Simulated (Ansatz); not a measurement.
`CC(=O)SC12CC3CC(CC(C3)C1)C2` with charge +1, relaxed as a doublet with UKS PBE0-D4/def2-SVP in Ansatz, starting from the PBE0-D4/def2-SVP geometry of the neutral singlet. Force threshold 0.03 eV/Å.

The relaxation made no stability test and no search for a lower SCF solution.

Start:

```xyz
32

C     2.400    2.269    3.308
C     1.387    1.494    2.501
O     0.329    1.127    2.945
S     1.949    1.205    0.836
C     0.580    0.281    0.030
C    -0.711    1.107   -0.005
C    -1.784    0.331   -0.779
C    -2.040   -1.011   -0.086
C    -0.748   -1.833   -0.066
C    -0.271   -2.076   -1.500
C    -0.012   -0.731   -2.185
C    -1.306    0.087   -2.212
C     1.063    0.039   -1.409
C     0.331   -1.069    0.711
H     2.582    3.251    2.847
H     2.013    2.402    4.326
H     3.360    1.733    3.337
H    -0.511    2.076   -0.491
H    -1.048    1.308    1.021
H    -2.713    0.925   -0.792
H    -2.399   -0.843    0.943
H    -2.833   -1.565   -0.617
H    -0.931   -2.799    0.434
H    -1.030   -2.645   -2.064
H     0.649   -2.685   -1.497
H     0.346   -0.899   -3.214
H    -1.137    1.049   -2.725
H    -2.080   -0.451   -2.786
H     2.007   -0.531   -1.395
H     1.273    1.004   -1.900
H     1.270   -1.647    0.733
H     0.014   -0.904    1.750
```

Question: Estimate the energy that the relaxation releases and the steps that it takes.

Answer: 0.24 eV, in 21 steps; 11 min on 4 threads of Arm Neoverse V2 on a shared host. No frequencies were taken in this run, so the end may be a saddle point.

Question: Does the start keep its bonding?

Answer: By distances, no bond broke or formed. The bond that changes most is C2–S4, from 1.78 to 1.92 Å (atoms count from 1).

Question: Predict the relaxed structure.

Answer: 
```xyz
32

C     2.3083    2.3816    3.2705
C     1.3472    1.4485    2.6319
O     0.3103    1.0389    3.0200
S     2.0306    0.8362    0.9486
C     0.6204    0.2489    0.0036
C    -0.6526    1.0951    0.0393
C    -1.7467    0.3618   -0.7467
C    -2.0224   -0.9891   -0.0728
C    -0.7559   -1.8308   -0.1123
C    -0.3002   -2.0696   -1.5437
C    -0.0280   -0.7146   -2.2084
C    -1.2977    0.1392   -2.1920
C     1.0851    0.0042   -1.4370
C     0.3654   -1.1541    0.7144
H     2.4187    3.2852    2.6485
H     1.9352    2.6546    4.2668
H     3.3008    1.9097    3.3506
H    -0.4415    2.0702   -0.4289
H    -0.9832    1.2756    1.0705
H    -2.6580    0.9788   -0.7212
H    -2.3633   -0.8446    0.9649
H    -2.8314   -1.5130   -0.6067
H    -0.9079   -2.7934    0.4152
H    -1.0838   -2.6084   -2.0998
H     0.6012   -2.7030   -1.5664
H     0.3140   -0.8695   -3.2431
H    -1.1154    1.1058   -2.6900
H    -2.0955   -0.3616   -2.7624
H     2.0137   -0.5900   -1.4502
H     1.3077    0.9718   -1.9149
H     1.2765   -1.7709    0.6987
H     0.0480   -0.9937    1.7531
```
Bond lengths: 13 × C–C 1.48 to 1.59 Å; 2 × C–S 1.80 to 1.92 Å; 1 × C–O 1.18 Å; 18 × C–H 1.10 to 1.11 Å.
